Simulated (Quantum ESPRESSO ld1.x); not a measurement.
Problem. These are the eigenvalues of the occupied orbitals of an atom or ion with whole-number occupations (hartree). Calculated with ld1.x of Quantum ESPRESSO 7.5: scalar-relativistic Kohn-Sham, LDA (Slater exchange, Perdew-Zunger correlation), spin-polarised, spherical densities, point nucleus.

| orbital | eigenvalue |
|---|---|
| 1s up | -1212.04 |
| 1s down | -1212.04 |
| 2s up | -188.317 |
| 2s down | -188.315 |
| 2p up | -169.241 |
| 2p down | -169.238 |
| 3s up | -38.9465 |
| 3s down | -38.9434 |
| 3p up | -32.7639 |
| 3p down | -32.7605 |
| 3d up | -23.4775 |
| 3d down | -23.4744 |
| 4s up | -7.81100 |
| 4s down | -7.80426 |
| 4p up | -5.86853 |
| 4p down | -5.86098 |
| 4d up | -3.03438 |
| 4d down | -3.02241 |
| 5s up | -1.74510 |
| 5s down | -1.68966 |
| 5p up | -1.29626 |

Which element is it, and in what charge state? The configuration may be excited. Open shells, if any, are filled with parallel spins first.

Solution. Z = 53, iodine, charge +3: I3+ in [Kr] 4d10 5s2 5p2. The list shows which subshells hold electrons but not how many an open one holds; the 1s level, -1212 hartree, gives Z - s = 49.2 by -(Z - s)^2/2, which with screening and relativity narrows Z to a few neighbours, and the depths of the outer levels then fix element, charge and occupations together.
